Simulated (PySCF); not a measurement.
3,3-difluoro-2-methylprop-1-ene (C4H6F2), SMILES C=C(C)C(F)F.

Geometry: PBE0-D3(BJ)/def2-SVP. Other conformers were not sampled.

The numbers are results of PBE/def2-TZVP run with PySCF, not measurements.

| Quantity | Result |
|---|---|
| total energy | -355.44830 hartree |
| highest occupied level | -6.67 eV |
| lowest empty level | -1.29 eV |
| orbital gap | 5.39 eV |
| dipole moment | 1.99 D |
| quadrupole, principal values (traceless, Buckingham form, about the centre of nuclear charge) | -3.06, 0.09, 2.96 D·Å |
| mean static polarisability | 51.5 bohr³ (7.63 Å³) |
| polarisability, principal values | 39.4, 51.7, 63.2 bohr³ |
